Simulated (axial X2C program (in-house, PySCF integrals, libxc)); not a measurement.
Potential curves of CuH⁺, with spin–orbit coupling

All values were computed with an in-house relativistic program for diatomic molecules. Two-component (2c) means X2C with spin–orbit coupling and atomic mean-field two-electron Coulomb and Gaunt terms. Basis: Cu dyall-cv3z [9s9p6d3f2g], H dyall-v3z [6s2p1d] (cores contracted in-house); Gaussian nuclei, density fitting, unrestricted open shells. Masses: Cu 62.930 u, H 1.008 u.

State: Ω = 1/2 (⟨Sz⟩ = 0.46, ⟨Lz⟩ = 0.04 at HF). Energies in eV from the fragments at the same level (Cu+ + H). Fits are polynomials in 1 − R0/R over 0.85 to 1.23 times the lowest point R0.

```
 R (Å)       HF
1.2772  -0.2419
1.3359  -0.5263
1.3799  -0.6713
1.4240  -0.7677
1.4680  -0.8226
1.5194  -0.8433
1.5708  -0.8255
1.6368  -0.7587
1.7176  -0.6308
1.8350  -0.4139
```

The state is a single determinant with fixed occupations, the lowest that a limited PBE0 search found. Dissociation energies refer to the lowest single-determinant-based atoms at the same level and basis. The determinant is spin-polarised beyond a pure state at some levels (its spin-free form has ⟨S²⟩ too high), which makes Re and μ there less reliable.

Fit the HF curve near its minimum: give the equilibrium distance, the harmonic wavenumber and the well depth.

At HF, 2c: Re = 1.520 Å, ωe ≈ 1990 cm⁻¹, De = 0.84 eV to Cu+ + H; Be follows as 7.36 cm⁻¹.
